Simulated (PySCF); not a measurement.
Species: cyclo-(SiH2)4.
Structure used (PBE0-D3(BJ)/def2-SVP), in Å, numbered top down from 1:
```xyz
12
Si4H8 angstrom
Si     0.9822   -1.3747   -0.0209
H      0.4861   -2.7843    0.0690
H      2.4755   -1.3896   -0.1350
Si     0.1240    0.0434    1.6786
H     -0.8323   -0.6518    2.5975
H      1.1517    0.7581    2.4991
Si    -0.9518    1.3698    0.0283
H     -2.4445    1.3824    0.1398
H     -0.4588    2.7805   -0.0574
Si    -0.1048   -0.0578   -1.6703
H      0.8374    0.6211   -2.6153
H     -1.1493   -0.7799   -2.4623
```

Jobs on this species (12 atoms, 64 electrons) with PySCF (density fitting). Hardware of each: one thread, Intel Xeon at 2.50 GHz (x86_64), on a shared host. The host was shared with other jobs, so the times are rough. Peak memory is the resident size of the whole Python process, interpreter and libraries included.

```csv
level and settings,work,basis functions,SCF cycles,wall time,peak memory
"delta-SCF UKS SCAN, pcX-2 on the ionised atom, pcseg-1 elsewhere, spin-free X2C","ΔSCF core ionisation, 2 holes",154,?,?,?
PBE0/pcSseg-1,"shieldings, ring-centre shieldings, charges and field gradients, density and orbital grids written",136,?,?,?
B3LYP/def2-SVPD,"10 singlets by full TDDFT, 4 Tamm–Dancoff triplets, polarisability, density and orbital grids written",160,10,52 s,0.73 GiB
wB97X-D/pcSseg-1,"shieldings, ring-centre shieldings",136,11,36 s,0.73 GiB
"PBE0-D3(BJ)/def2-SVP, grid level 1",geometry optimisation from a GFN2-xTB start shaken at random,112,28,59 s,0.46 GiB
```

Problem. Fill in the missing figures.

Solution. 
- delta-SCF UKS SCAN, pcX-2 on the ionised atom, pcseg-1 elsewhere, spin-free X2C; ΔSCF core ionisation, 2 holes: 25 s, 0.41 GiB, 24 SCF cycles
- PBE0/pcSseg-1; shieldings, ring-centre shieldings, charges and field gradients, density and orbital grids written: 51 s, 0.73 GiB, 11 SCF cycles

Problem. What do all jobs in the table cost together?

Solution. About 3.7 min; the longest takes about 26 % of that, and about 2.4 times as long as the shortest.
